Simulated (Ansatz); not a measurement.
Isolated molecules relaxed with PBE0-D4/def2-TZVP in Ansatz; ΔE leaves out vibrations. CCSD(T)/CBS is the MP2 limit (def2-TZVPP, def2-QZVPP) plus CCSD(T) − MP2 in def2-TZVPP, frozen cores. This one scheme is used for every species. Functionals use def2-TZVPP. def2 core potentials past Kr. For In outer-core shells are correlated without core-valence functions, which leaves a few kJ/mol of doubt a bond. One conformer a species, not always the lowest.

Reaction (hydrogenolysis of a C–C bond): `CC(C)(C)[NH][In]([Cl])[Cl]` + H₂ → `CC(C)[NH][In]([Cl])[Cl]` + CH₄

CCSD(T)/CBS gives -52.8 kJ/mol.

Problem. Another level gave -58.1 kJ/mol. Which?
A. r2SCAN-D4/def2-TZVPP
B. PBE0/def2-TZVPP
C. HF/def2-TZVPP
D. r2SCAN0/def2-TZVPP

Solution. A. r2SCAN-D4 -58.1, r2SCAN0 -62.9, HF/def2-TZVPP -83.6, PBE0 -67.9 kJ/mol.

Largest T1 diagnostic among the species: 0.013.

In def2-TZVPP, CCSD(T) changes the Hartree–Fock value by +30.2 kJ/mol (the triples alone add +5.6 kJ/mol) and MP2 by +36.3 kJ/mol. Leaving LDA and LC-ωPBE aside and taking each functional with its dispersion term where it has one, the values, not all of them listed here, spread over 15.3 kJ/mol, from B2PLYP to revPBE-D4. LDA lies +16.5 kJ/mol from PBE without D4.

CCSD(T)/CBS has its own doubt, a few kJ/mol and more with outer-core shells, so smaller differences from it don't rank the levels.
